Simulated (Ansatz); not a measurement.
`SS[SiH2]Cl` and `S[SiH2]Cl` differ in one atom or group.

Ansatz, PBE0-D4/def2-TZVP geometries, multiplicity 1. Each molecule was computed in one conformer, which needn't be the lowest.

| property | `SS[SiH2]Cl` |
| --- | --- |
| zero-point energy (PBE0-D4/def2-TZVP) / kJ/mol | 80.0 |
| HOMO energy (ωB97M-V/def2-TZVPP) / eV | -9.61 |
| LUMO energy (B3LYP/def2-TZVPP) / eV | -1.64 |
| HOMO–LUMO gap (PBE0/def2-TZVPP) / eV | 6.05 |
| LUMO energy (ωB97M-V/def2-TZVPP) / eV | 0.66 |
| HOMO energy (B3LYP/def2-TZVPP) / eV | -7.23 |

Task: What does the change do to each property? (Estimate.)

Result: Computed: 
```csv
property,`S[SiH2]Cl`,shift
zero-point energy (PBE0-D4/def2-TZVP) / kJ/mol,74.7,-5.3
HOMO energy (ωB97M-V/def2-TZVPP) / eV,-10.12,-0.51
LUMO energy (B3LYP/def2-TZVPP) / eV,-0.25,1.39
HOMO–LUMO gap (PBE0/def2-TZVPP) / eV,7.94,1.89
LUMO energy (ωB97M-V/def2-TZVPP) / eV,1.83,1.17
HOMO energy (B3LYP/def2-TZVPP) / eV,-7.66,-0.43
```

With PBE0 the HOMO falls by 0.46 eV and the LUMO rises by 1.43 eV, so the gap widens by about 1.89 eV. PBE moves the HOMO by -0.43 eV and ωB97M-V by -0.51 eV. The zero-point energy changes by -5.3 kJ/mol with -3 modes.

B3LYP here is the variant with VWN-RPA as its local correlation; programs differ in this.
